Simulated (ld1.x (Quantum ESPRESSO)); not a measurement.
## Ranking ultrasoft potentials for O

All share these settings but for the change named:

oxygen (O), ultrasoft, made with ld1.x (Quantum ESPRESSO) 7.5 (PBEsol, scalar-relativistic). Core [He], reference 2s2 2p1 (charge +3). Waves: 2s (bound): rcut 0.55, rcutus 0.70 bohr; 2s channel at -3.6 Ry: rcut 0.55, rcutus 0.70 bohr; 2p (bound): rcut 1.55, rcutus 1.95 bohr; 2p channel at 0.45 Ry: rcut 1.55, rcutus 1.95 bohr. Local part: all-electron potential smoothed inside 0.85 bohr (lloc = -2). Core correction: Bessel-smoothed model core inside 0.65 bohr. Augmentation charge: PSQ, radius 0.40 bohr.

Test errors are all-electron minus pseudo excitation energies from the reference, over 2s2 2p4; 2s2 2p3; 2s2 2p2; 2s0 2p6; 2s2 2p3.5; 2s1 2p5; 2s1 2p4. None of these files shows a bound ghost.

The base gives 737.0 meV.

Of 11 variants that were run, those that failed, showed a ghost or another fault, or gave nearly equal values are left out.

A variant can come out equal or close to the base, since the largest error may sit in a test that the change hardly touches while other tests move.

(1) Rank these variants by their largest absolute test error, smallest first.
A. functional revPBE
B. wave 2p channel at 0.45 Ry: rcut 1.55, rcutus 1.95 bohr becomes 2p channel at -1.3 Ry: rcut 1.55, rcutus 1.95 bohr
C. augmentation PSQ, radius 0.45 bohr
D. local potential all-electron potential smoothed inside 1.14 bohr (lloc = -2)

## Answers

(1) B (509.9 meV), C (606.2 meV), D (752.8 meV), A (996.5 meV).
